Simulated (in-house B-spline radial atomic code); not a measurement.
**RPA and G0W0 on r2SCAN0: neutral calcium**

Configuration [Ar] 4s2, mean-field start r2SCAN0. Computed with a B-spline radial code for spherical atoms: all electrons, non-relativistic, point nucleus, each spin shell either full or empty, empty states to l = 9 with an (l + 1/2)⁻⁴ tail; G0W0 by contour deformation at full frequency.

Command:
```bash
python run_gw.py task.json out
```
Settings (radii: box in bohr, nucleus in fm):
```
Z                        20
electrons                20
configuration            [Ar] 4s2
hamiltonian              nr
method                   r2scan0
lmax                     9
spin_polarised           False
box_radius               40
intervals                53
ion_configuration        [Ar] 4s1
```

Time taken, with all properties: 4.4 s on 1 thread of Arm Neoverse N1 (shared host).

Energies (hartree):

| term | value |
| --- | --- |
| mean-field total | -677.52516 |
| Hartree-Fock functional on these orbitals | -676.75385 |
| direct second order | -1.3821 |
| second-order exchange | 0.46782 |
| SOSEX correction | 0.41661 |

Problem. What is the RPA correlation energy, and what remains with SOSEX?

Solution. RPA gives -1.1791 hartree (-1.6 eV per electron); RPA + SOSEX gives -0.76253, and the second-order doubles -0.91432 hartree (no singles). SOSEX takes back 35 % of the RPA value.

Quasi-particle levels (eV):

```json
{"level": "4s", "occupied": "yes", "mean field": "-4.343", "Σx - vxc": "-0.88", "Σc": "?", "QP weight": "?", "G0W0": "?"}
{"level": "4p", "occupied": "no", "mean field": "-0.916", "Σx - vxc": "1.86", "Σc": "-1.04", "QP weight": "0.854", "G0W0": "-0.100"}
```

G0W0 = mean field + (Σx - vxc) + Σc, with Σc (partial-wave tail included) taken at the quasi-particle energy. Only the outer levels were computed. Levels of low weight are left out.

Problem. Where does G0W0 put 4s?

Solution. At -6.240 eV, with Σc = -1.01 eV and a quasi-particle weight of 0.871. The tabulated removal energy is 6.113 eV (NIST, measured); the calculation leaves out relativity, Breit and QED terms, and what these don't explain is the method's own error.

Problem. What does it cost to remove one electron (to [Ar] 4s1) by differences of total energies, each species on its own start (correlation terms add to the Hartree-Fock functional)?

Solution. r2SCAN0 5.835 eV, Hartree-Fock functional 5.109 eV, + RPA 6.295 eV, + RPA + SOSEX 6.006 eV, + second order 6.558 eV. Tabulated: 6.113 eV (NIST, measured); the calculation leaves out relativity, Breit and QED terms, and what these don't explain is the method's own error.
